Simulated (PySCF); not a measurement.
## Dipole response of Re²⁺ (rhenium, charge +2)

[Xe] 4f14 5d5, high-spin 6S determinant. Calculation: PySCF 2.14, in aug-cc-pVTZ-PP with one added diffuse shell each of s, p, d, f, g type with ECP60MDF (7s7p6d4f3g, 113 functions); a scalar-relativistic core potential. Coupled (time-dependent) response in atomic units; α is the mean over directions.

| method | mean α (bohr³) | C₆ (like pair) | S(−4) |
| --- | --- | --- | --- |
| M06-L | 11.76 | 73.43 | 43.65 |

S(−4) is the Cauchy moment in α(ω) = α(0) + S(−4) ω² + …

α(iu) at M06-L:

```csv
u (hartree),α(iu) (bohr³)
0,11.76
0.0500,11.65
0.100,11.35
0.200,10.36
0.300,9.199
0.500,7.192
0.750,5.452
1.00,4.278
1.50,2.828
2.00,1.994
3.00,1.125
5.00,0.4863
```

A single London oscillator, α(iu) = α/(1 + u²/ω²), gives C₆ = (3/4) ω α². Matching the computed C₆ needs ω = 4 × 73.43 / (3 × 11.76²) = 0.708 hartree.

For an ion, C₆ is the dispersion term alone; charge-induced terms of lower order in 1/R come first.

Energies and moments cover only the electrons outside the core potential. Spin-orbit coupling, which splits the p, d and f shells strongly at this Z, is absent.
